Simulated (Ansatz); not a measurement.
Ansatz (an electronic-structure program) input:

Ansatz 0.2 input:
```yaml
crystal:
  periodic: [false, false, false]
  atoms:
    - {symbol: I, position_ang: [-0.00000000, -0.00000000, -0.02991592]}
    - {symbol: H, position_ang: [0.00000000, 0.00000000, 1.58554378]}
basis:
  gaussian:
    orbitals: def2-TZVPD
hamiltonian:
  xc: {name: SVWN5}
total_charge: 1
magnetization: {spin_polarized: true, initial_magnetization: 1}
```

Q: Which total energy does the run end on?

A: -297.48657 Eh (SVWN5/def2-TZVPD). The basis has 68 functions.

This state (charge 1, doublet) is run at the relaxed geometry of the species with charge 0 and multiplicity 1.
